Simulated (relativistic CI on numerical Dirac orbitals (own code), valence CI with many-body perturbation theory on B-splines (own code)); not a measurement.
Six levels of theory along the 6-electron sequence, C to Mg⁶⁺

Errors of calculated excitation energies against measured levels, in cm⁻¹, for ions with the ground configuration 2s2 2p2. A: short ab initio CI on KLI orbitals; B: with Slater integrals scaled by 0.85 (0.9 from charge 5); C: with a P86 correlation functional too. D: large valence CI outside the frozen Dirac-Fock core [He] of the bare core ion; E: with the core-valence potential Σ₁; F: with Σ₁, the screening Σ₂, a three-electron term, Breit and QED. Only levels that pair in all six are counted (misses over 12,000 cm⁻¹ in F are taken as false pairs). α is the calculated polarisability of the core. The settings of D to F were settled on neutral and singly charged spectra, so those rows are no blind test.

Mean absolute error inside 2s2 2p2:

```tsv
Ion	A	B	C	D	E	F
C	900	939	914	29	40	40
N⁺	1124	1277	1262	35	41	47
O²⁺	1616	2358	2338	54	52	74
F³⁺	778	1929	1915	80	83	61
Mg⁶⁺	1061	1674	1653	193	205	80
```

Mean signed error of 2s2 2p 3p:

| Ion | α (bohr³) | A | B | C | D | E | F |
| --- | --- | --- | --- | --- | --- | --- | --- |
| C | 0.00892 | +737 | -1219 | +3405 | -314 | +100 | -39 |
| N⁺ | 0.00463 | +2863 | +465 | +5001 | -489 | +183 | -54 |
| O²⁺ | 0.00264 | -6409 | -6365 | -1643 | -598 | +271 | -67 |
| F³⁺ | 0.00161 | -5305 | -5017 | -93 | -668 | +351 | -99 |
| Mg⁶⁺ | 0.000487 | -3284 | -3335 | +2597 | -562 | +733 | -163 |

Inside 2s2 2p2, A goes from 900 to 1061, B from 939 to 1674 and F from 40 to 80; F is closer than B for 5 of the 5 ions. For 2s2 2p 3p, D misses by -314 in C and -562 in Mg⁶⁺, although α falls from 0.0089 to 0.00049 bohr³; with all terms F leaves -39 and -163, that is 12 % and 29 % of D's error.

Sources of the measured levels: C, NIST Handbook of Basic Atomic Spectroscopic Data; N⁺, NIST Handbook of Basic Atomic Spectroscopic Data; O²⁺, Moore, Selected Tables of Atomic Spectra, NSRDS-NBS 3, section 11; F³⁺, Moore, Atomic Energy Levels, vol. I, NSRDS-NBS 35 (1971 reprint of NBS Circular 467, 1949) (before 1960); Mg⁶⁺, NIST levels in Kelleher and Podobedova, J. Phys. Chem. Ref. Data 37, 267 (2008).
